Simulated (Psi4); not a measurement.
**A ladder of methods for C2H2GeN2 (SMILES N#[C][GeH2][C]#N)**

The species is C2H2GeN2 (7 atoms), meant as a singlet with charge 0. SMILES: `N#[C][GeH2][C]#N`. The shape was relaxed beforehand at PBE0/def2-TZVP.

```jsonl
{"atom": "N", "x (Å)": "0.5637", "y (Å)": "-2.3571", "z (Å)": "1.2636"}
{"atom": "C", "x (Å)": "0.4549", "y (Å)": "-1.2870", "z (Å)": "0.8552"}
{"atom": "Ge", "x (Å)": "0.3079", "y (Å)": "0.5078", "z (Å)": "0.2070"}
{"atom": "C", "x (Å)": "-1.0127", "y (Å)": "0.4625", "z (Å)": "-1.1776"}
{"atom": "N", "x (Å)": "-1.7999", "y (Å)": "0.4625", "z (Å)": "-2.0168"}
{"atom": "H", "x (Å)": "-0.1911", "y (Å)": "1.4006", "z (Å)": "1.3361"}
{"atom": "H", "x (Å)": "1.6423", "y (Å)": "0.9245", "z (Å)": "-0.3984"}
```

Each level gives the HOMO–LUMO gap (eV). The values are calculated.

```csv
level,kind,program,value (eV),CPU time
PBE-D4/def2-TZVPP (density fitting),GGA,Psi4,6.63,34 s
r2SCAN-D4/def2-TZVPP (density fitting),meta-GGA,Psi4,7.14,77 s
B3LYP-D4/def2-TZVPP (density fitting),global hybrid,Psi4,8.47,32 s
PBE0-D4/def2-TZVPP (density fitting),global hybrid,Psi4,8.95,33 s
wB97M-V/def2-TZVPP (density fitting),range-separated hybrid,Psi4,13.33,90 s
```

All-electron rows without a relativistic Hamiltonian named are non-relativistic. The values span 6.63 to 13.33 eV. Orbital gaps aren't excitation energies; they tend to grow with the share of exact exchange. CPU times are rough (shared hosts, several kinds of processor): they show what a rung costs within a factor of a few.
